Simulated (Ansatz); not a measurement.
Consider the ligand exchange at the Si–C bond: `[SiH3]C1CCC1` + `[SiH3][AlH][SH]` → `[SiH3][AlH][S][SiH3]` + `C1CCC1`.

Computed with Ansatz on PBE0-D4/def2-TZVP structures; ΔE is electronic, products minus reactants. CBS: MP2 limit from def2 TZ/QZ plus the TZ coupled-cluster correction, frozen cores. DFT in def2-TZVPP. B3LYP here is the variant with VWN-RPA as its local correlation; programs differ in this. Each species was taken in one conformer, which may not be the lowest.

`[SiH3]C1CCC1`:

Z-matrix (Å, degrees):
```
Si
C 1 1.872
H 1 1.490 2 110.1
H 1 1.489 2 110.8 3 119.7
H 1 1.489 2 110.7 3 -119.7
C 2 1.552 1 114.2 3 -49.6
C 2 1.552 1 114.2 3 49.7
H 2 1.094 1 108.5 3 -180.0
C 6 1.539 2 88.8 1 98.6
H 6 1.093 2 111.3 1 -148.3
H 6 1.093 2 118.2 1 -22.2
H 7 1.093 2 111.4 1 148.3
H 7 1.093 2 118.2 1 22.2
H 9 1.091 6 117.5 2 138.2
H 9 1.092 6 111.6 2 -95.6
```

`[SiH3][AlH][SH]`:

```xyz
8

Si    0.744   -1.058    0.871
Al   -0.317    0.368   -0.811
S    -1.340    2.154   -0.079
H     0.510   -0.555    2.253
H     2.217   -1.126    0.650
H     0.221   -2.452    0.793
H    -0.318    0.106   -2.375
H    -1.717    2.563   -1.302
```

`[SiH3][AlH][S][SiH3]`:

Cartesian coordinates in Å:
```
Si 0.831 -0.412 1.642
Al 1.525 -0.492 -0.710
S 0.152 0.092 -2.307
Si -1.571 0.628 -1.162
H -0.557 -0.920 1.829
H 1.739 -1.233 2.492
H 0.873 0.987 2.154
H 2.956 -0.944 -1.214
H -1.189 1.397 0.050
H -2.426 1.473 -2.031
H -2.333 -0.576 -0.743
```

`C1CCC1`:

Cartesian coordinates in Å:
```
C 0.988 0.335 0.285
C -0.406 0.984 0.190
C -0.995 -0.422 -0.035
C 0.413 -0.897 -0.440
H 1.246 0.100 1.321
H 1.831 0.855 -0.173
H -0.496 1.600 -0.708
H -0.764 1.562 1.044
H -1.311 -0.875 0.908
H -1.804 -0.531 -0.760
H 0.560 -0.825 -1.521
H 0.737 -1.886 -0.111
```

```tsv
level	ΔE (kJ/mol)
ωB97M-V	-67.6
B3LYP	-65.9
```

What does CCSD(T)/CBS give? (Estimate.)

Computed: -69.0 kJ/mol. The listed levels differ from it by 1.4, 3.1 kJ/mol.

Largest T1 diagnostic among the species: 0.013.

Leaving LDA and LC-ωPBE aside and taking each functional with its dispersion term where it has one, the values, not all of them listed here, spread over 8.4 kJ/mol, from r2SCAN0-D4 to BLYP-D4. LDA lies +3.1 kJ/mol from PBE without D4. At CCSD(T), def2-SVP lies +7.3 kJ/mol from the extrapolated value and def2-TZVPP +2.9 kJ/mol. From BLYP to BHLYP (50 % exact exchange), in def2-TZVPP and without D4, ΔE moves by −5.5 kJ/mol.
